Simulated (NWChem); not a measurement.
System: Si2H4OCl2; SMILES O[SiH2][SiH](Cl)Cl

```xyz
9

O     -0.0506     2.7290     0.0268
Si    -1.1294     1.4525    -0.1839
Si    -0.0042    -0.4666     0.5819
Cl    -0.8060    -2.2195    -0.2024
Cl     1.9306    -0.1590    -0.1866
H      0.8648     2.4908    -0.2161
H     -1.4995     1.1934    -1.6225
H     -2.3613     1.7767     0.6049
H      0.1520    -0.6618     2.0613
```
Atoms are numbered in this order, from 1.

The geometry was optimised at PBE-D3(BJ)/def2-SVP.

List the 4 lowest vertical singlet excitations from PBE0/def2-SVP, TDA (NWChem).


```
state  energy (eV)  oscillator strength  leading excitation (squared amplitude)
-----  -----------  -------------------  --------------------------------------
S1            5.93                0.021                      HOMO → LUMO (0.96)
S2            6.39                0.023                    HOMO → LUMO+1 (0.95)
S3            6.92                0.002                    HOMO−1 → LUMO (0.94)
S4            7.28                0.013                    HOMO−2 → LUMO (0.94)
```
